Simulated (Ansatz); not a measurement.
Basis sets compared for Mg2S3. Total charge 0; singlet. Geometry PBE0-D4/def2-SVP. Ansatz on 4 threads of Arm Neoverse V1 on a shared host; times are rough, and most runs start from earlier orbitals.

Cartesian coordinates in Å:
```
Mg 0.950 -0.361 -1.157
Mg -0.028 0.055 1.538
S -0.992 0.894 -1.486
S 2.050 -0.681 0.849
S -1.979 0.092 0.255
```

Another isomer (singlet) lies 0.06 eV lower at PBE0-D4/def2-TZVP; other spin states weren't run for this one.

Binding counts from free atoms (Mg singlet, S triplet) in the same basis, without a counterpoise term.

```json
{"level": "PBE-D4/def2-SVP", "functions": "90", "energy (Eh)": "-1593.6188", "HOMO (eV)": "-4.80", "LUMO (eV)": "-3.15", "binding per atom (eV)": "2.58", "wall time": "0.9 s"}
{"level": "PBE0-D4/def2-SVP", "functions": "90", "energy (Eh)": "-1593.7495", "HOMO (eV)": "-5.81", "LUMO (eV)": "-2.52", "binding per atom (eV)": "2.48", "wall time": "1.2 s"}
```

Task: Estimate the rows for PBE-D4/def2-TZVP (with forces), PBE0-D4/def2-TZVP.

Result: 
```json
{"level": "PBE-D4/def2-TZVP (with forces)", "functions": "175", "energy (Eh)": "-1594.1786", "HOMO (eV)": "-4.82", "LUMO (eV)": "-3.14", "binding per atom (eV)": "2.60", "wall time": "1.9 s"}
{"level": "PBE0-D4/def2-TZVP", "functions": "175", "energy (Eh)": "-1594.3058", "HOMO (eV)": "-5.80", "LUMO (eV)": "-2.49", "binding per atom (eV)": "2.52", "wall time": "2.9 s"}
```
